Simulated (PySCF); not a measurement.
# From computed data to an observable: oscillator strength and radiative lifetime

CH6FNSi, SMILES C[SiH](N)F.

Geometry: B3LYP-D3(BJ)/def2-SVP. One conformer was computed; it need not be the lowest.

TDDFT-PBE0/def2-SVPD (PySCF) puts the first singlet state with f over 0.02 at 7.04 eV (vertical), with the transition dipole (-0.060, 0.074, -0.520) in atomic units.

Task: Find the oscillator strength, the wavelength and the radiative lifetime that this transition would have in vacuum if emission retraced absorption.

Result: 
|μ|² = 0.2795 au, so |μ| = 1.34 D. ΔE = 7.04/27.211 = 0.2587 hartree. f = (2/3) ΔE |μ|² = 0.048 (the program prints 0.048).
λ = 1239.84/7.04 = 176 nm; ν = 56781 cm⁻¹.
Einstein's coefficient A = 0.6670 ν² f s⁻¹ (ν in cm⁻¹) = 1.0e8 s⁻¹, so τ = 1/A = 9.6 ns. This state is S1. The figure is the radiative limit of this one transition; relaxation, internal conversion, crossing to triplets and a medium change what is measured.
